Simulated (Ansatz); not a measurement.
Total energies of `FCC(F)(F)CCC1(F)CC(F)(F)CO1` from Ansatz at PBE0-D4/def2-SVP, gas phase (1 Eh = 27.2114 eV = 2625.5 kJ/mol). The reference geometry is relaxed at PBE0-D4/def2-SVP.

```xyz
25

F    -1.000   -0.920   -3.263
C    -0.721   -2.119   -2.674
C     0.635   -2.065   -1.993
F     1.605   -2.134   -2.939
F     0.732   -3.203   -1.249
C     0.891   -0.852   -1.134
C    -0.102   -0.691    0.004
C     0.279    0.436    0.934
F     1.533    0.163    1.464
C    -0.663    0.707    2.105
C    -0.583    2.219    2.280
F    -0.110    2.585    3.490
F    -1.809    2.784    2.155
C     0.350    2.684    1.158
O     0.354    1.624    0.230
H    -0.697   -2.916   -3.435
H    -1.496   -2.353   -1.928
H     0.870    0.032   -1.785
H     1.912   -0.954   -0.740
H    -0.161   -1.616    0.599
H    -1.108   -0.470   -0.386
H    -1.693    0.429    1.850
H    -0.349    0.179    3.012
H    -0.022    3.592    0.668
H     1.354    2.861    1.576
```

| state | geometry | energy (Eh) |
| --- | --- | --- |
| charge 0 singlet | reference | -983.44319 |
| charge 1 doublet | reference | -983.05179 |
| charge -1 doublet | reference | -983.34282 |
| free F atom (doublet) | – | -99.54906 |
| free C atom (triplet) | – | -37.76066 |
| free O atom (triplet) | – | -74.92490 |
| free H atom (doublet) | – | -0.50029 |

Problem. Work out the vertical ionisation energy to the doublet.

Solution. E(charge 1 doublet) − E(charge 0 singlet) = -983.05179 − (-983.44319) = 0.39140 Eh = 10.65 eV. For comparison, −ε of the highest occupied level is 8.72 eV at this level, 1.93 eV less.

Problem. Work out the vertical electron affinity, to the doublet.

Solution. E(charge 0 singlet) − E(charge -1 doublet) = -983.44319 − (-983.34282) = -0.10037 Eh = -2.73 eV; negative, so the extra electron isn't bound. The basis lacks diffuse functions, which makes affinities too small.

Problem. Give the fundamental gap IE − EA, the Mulliken electronegativity (IE + EA)/2 and the hardness (IE − EA)/2.

Solution. From the values in Eh: IE − EA = 0.39140 − (-0.10037) = 0.49177 Eh = 13.38 eV; (IE + EA)/2 = 3.96 eV; (IE − EA)/2 = 6.69 eV. The HOMO–LUMO gap of the same run is 10.11 eV, 3.27 eV smaller than the fundamental gap.

Problem. What is the binding energy per atom against free atoms?

Solution. Atoms: 6 × (-99.54906) + 8 × (-37.76066) + 1 × (-74.92490) + 10 × (-0.50029) = -979.30744 Eh. Binding: -979.30744 − (-983.44319) = 4.13575 Eh = 112.54 eV, or 4.50 eV for each of 25 atoms (no zero-point energy, no counterpoise term).

At PBE0-D4/def2-SVP the highest occupied level of the charge -1 doublet lies above zero (up to 4.15 eV). By energy differences it is unbound by 2.73 eV (vertical, against the charge 0 singlet, at PBE0-D4/def2-SVP) and held by the finite basis.
